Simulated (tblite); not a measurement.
Species: C3H12B2OSi.
SMILES with atom numbers: `[BH2:1][BH:2][CH2:3][SiH2:4][CH2:5][O:6][CH3:7]` (hydrogens: H8, H9 on B1; H10 on B2; H11, H12 on C3; H13, H14 on Si4; H15, H16 on C5; H17, H18, H19 on C7)

Computed with GFN2-xTB (tblite), gas phase: L-BFGS steps from a force-field or distance-geometry start until the largest atomic force falls under 0.01 eV/Å.

Step 36: E = -564.2481 eV
```
atom  x, y, z in Å  |  force x, y, z in eV/Å
B1     -2.1256    1.3051   -0.0118    0.004  -0.221   0.044
B2     -2.2019   -0.3135    0.2523    0.008  -0.193  -0.014
C3     -1.2229   -0.9914    1.2716    0.226  -0.108  -0.171
Si4     0.0919   -1.7889    0.0732   -0.264   0.159   0.209
C5      1.0281   -0.4030   -0.8506   -0.088  -0.095   0.137
O6      1.5321    0.4081    0.1963    0.010   0.046  -0.100
C7      2.2499    1.5171   -0.2749   -0.015  -0.031  -0.099
H8     -1.0953    1.8241   -0.2155   -0.040   0.118  -0.168
H9     -3.0586    2.0080    0.0186   -0.048   0.164   0.127
H10    -2.8894   -1.0748   -0.3416    0.017   0.152   0.021
H11    -0.7148   -0.2897    1.9381   -0.026  -0.209  -0.037
H12    -1.6419   -1.8072    1.8699    0.093   0.145  -0.134
H13    -0.6125   -2.6682   -0.8818    0.152   0.041   0.012
H14     1.1318   -2.5444    0.7725   -0.042  -0.080   0.165
H15     0.3435    0.1641   -1.4941    0.112   0.106  -0.042
H16     1.8613   -0.7546   -1.4759   -0.093  -0.053  -0.001
H17     3.1135    1.1908   -0.8769   -0.049   0.084   0.076
H18     1.6039    2.1438   -0.9091    0.122   0.051   0.086
H19     2.5972    2.0840    0.5916   -0.079  -0.077  -0.111
```

Step 37: E = -564.2623 eV
```
atom  x, y, z in Å  |  force x, y, z in eV/Å
B1     -2.1356    1.3122   -0.0064    0.036  -0.148   0.004
B2     -2.1899   -0.3060    0.2320   -0.094  -0.263  -0.010
C3     -1.2239   -0.9852    1.2653    0.290  -0.145  -0.202
Si4     0.1016   -1.7931    0.0826   -0.276   0.096   0.239
C5      1.0279   -0.4029   -0.8412   -0.128  -0.162   0.080
O6      1.5312    0.4071    0.2041   -0.023   0.001  -0.082
C7      2.2458    1.5098   -0.2754    0.014   0.013  -0.064
H8     -1.1102    1.8215   -0.2787   -0.190   0.123  -0.120
H9     -3.0681    2.0172    0.1020    0.100   0.094   0.102
H10    -2.8585   -1.0738   -0.3830    0.056   0.215   0.066
H11    -0.7228   -0.2830    1.9353   -0.021  -0.189  -0.019
H12    -1.6531   -1.7961    1.8627    0.083   0.146  -0.145
H13    -0.6152   -2.6765   -0.8621    0.186   0.053   0.019
H14     1.1562   -2.5514    0.7679   -0.122  -0.024   0.141
H15     0.3415    0.1659   -1.4811    0.103   0.088  -0.054
H16     1.8584   -0.7538   -1.4712   -0.084  -0.036   0.008
H17     3.1046    1.1821   -0.8755    0.066   0.036   0.008
H18     1.6067    2.1369   -0.9103    0.021   0.091   0.028
H19     2.5935    2.0785    0.5846   -0.017   0.009   0.003
```

Step 38: E = -564.2844 eV
```
atom  x, y, z in Å  |  force x, y, z in eV/Å
B1     -2.1467    1.3197    0.0012    0.148  -0.185  -0.062
B2     -2.1869   -0.2983    0.2249   -0.123  -0.217   0.005
C3     -1.2222   -0.9851    1.2540    0.262  -0.151  -0.166
Si4     0.1083   -1.7958    0.0963   -0.146  -0.023   0.168
C5      1.0271   -0.4029   -0.8282   -0.139  -0.182  -0.019
O6      1.5333    0.4107    0.2088   -0.066  -0.067  -0.015
C7      2.2428    1.5070   -0.2802    0.040   0.049  -0.002
H8     -1.1327    1.8185   -0.3374   -0.252   0.129  -0.075
H9     -3.0666    2.0264    0.1601    0.066   0.135   0.104
H10    -2.8504   -1.0612   -0.3988    0.043   0.191   0.051
H11    -0.7242   -0.2931    1.9325    0.001  -0.102   0.029
H12    -1.6631   -1.7916    1.8438    0.042   0.074  -0.092
H13    -0.5977   -2.6831   -0.8528    0.170   0.049   0.014
H14     1.1694   -2.5677    0.7742   -0.220   0.073   0.093
H15     0.3489    0.1758   -1.4687    0.058   0.013  -0.061
H16     1.8519   -0.7619   -1.4622   -0.060  -0.013   0.024
H17     3.0961    1.1799   -0.8777    0.226  -0.033  -0.085
H18     1.6152    2.1388   -0.9139   -0.132   0.128  -0.053
H19     2.5876    2.0732    0.5759    0.081   0.131   0.141
```

Question: Estimate the geometry and energy of step 39. (The exact step hangs on the optimiser's Hessian estimate; all steps are aligned on step 38, rigid shifts and turns removed.)

Answer: E = -564.3068 eV, largest force 0.316 eV/Å
```
atom  x, y, z in Å  |  force x, y, z in eV/Å
B1     -2.1565    1.3239    0.0094    0.183  -0.156  -0.123
B2     -2.1912   -0.2928    0.2276   -0.037  -0.074   0.028
C3     -1.2153   -0.9889    1.2403    0.083  -0.087  -0.033
Si4     0.1104   -1.7983    0.1122    0.098  -0.157  -0.027
C5      1.0241   -0.4059   -0.8165   -0.099  -0.100  -0.098
O6      1.5359    0.4151    0.2104   -0.072  -0.091   0.041
C7      2.2421    1.5083   -0.2862    0.060   0.056   0.054
H8     -1.1597    1.8158   -0.3914   -0.273   0.106  -0.036
H9     -3.0610    2.0398    0.2027    0.043   0.141   0.115
H10    -2.8520   -1.0432   -0.4026   -0.019   0.095   0.003
H11    -0.7206   -0.3114    1.9325    0.018  -0.008   0.055
H12    -1.6724   -1.7893    1.8195   -0.002  -0.040  -0.005
H13    -0.5668   -2.6903   -0.8504    0.112   0.030  -0.003
H14     1.1707   -2.5855    0.7862   -0.269   0.150   0.071
H15     0.3591    0.1874   -1.4592    0.000  -0.093  -0.063
H16     1.8437   -0.7742   -1.4522   -0.038  -0.003   0.037
H17     3.0932    1.1809   -0.8829    0.288  -0.059  -0.110
H18     1.6231    2.1468   -0.9191   -0.214   0.108  -0.076
H19     2.5834    2.0712    0.5715    0.140   0.182   0.170
```

The energy changes by -0.0224 eV. The first-order estimate −F·Δx gives -0.0325 eV and the mean of the old and new forces, exact on a quadratic surface, -0.0223 eV. The step makes an angle of 69° with the force vector and moves no atom by more than 0.060 Å.

What follows is the cost of the whole relaxation. Time: 1.5 s. Hardware: one thread of an Arm Neoverse N1, no GPU, shared host with 64 logical CPUs at a one-minute load of 60.
